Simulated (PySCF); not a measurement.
Dipole response of Kr(2+) (krypton, charge +2)

[Ar] 3d10 4s2 4p4, high-spin 3P determinant. Computed with PySCF 2.14 in aug-cc-pVTZ-DK, with scalar relativity by spin-free X2C-1e. Coupled (time-dependent) response in atomic units; α is the mean over directions.

```tsv
method	mean α (bohr³)	α xx, yy, zz	C₆ (like pair)	S(−4)
UHF	7.405	7.431, 7.354, 7.431	36.00	10.48
PBE	7.484	7.434, 7.584, 7.434	36.43	10.82
PBE0	7.419	7.392, 7.472, 7.392	36.04	10.56
M06-2X	7.405	7.417, 7.383, 7.417	35.34	10.88
B97-3	7.402	7.380, 7.445, 7.380	35.94	10.47
```

S(−4) is the Cauchy moment in α(ω) = α(0) + S(−4) ω² + …

Spin-orbit coupling is absent.

α(iu) at PBE:

| u (hartree) | α(iu) (bohr³) |
| --- | --- |
| 0 | 7.484 |
| 0.0500 | 7.457 |
| 0.100 | 7.377 |
| 0.200 | 7.077 |
| 0.300 | 6.631 |
| 0.500 | 5.538 |
| 0.750 | 4.223 |
| 1.00 | 3.198 |
| 1.50 | 1.927 |
| 2.00 | 1.264 |
| 3.00 | 0.6635 |
| 5.00 | 0.2827 |

For an ion, C₆ is the dispersion term alone; charge-induced terms of lower order in 1/R come first.

The components differ because the open shell of this determinant is not spherical; for a pure term their mean is the scalar polarisability.
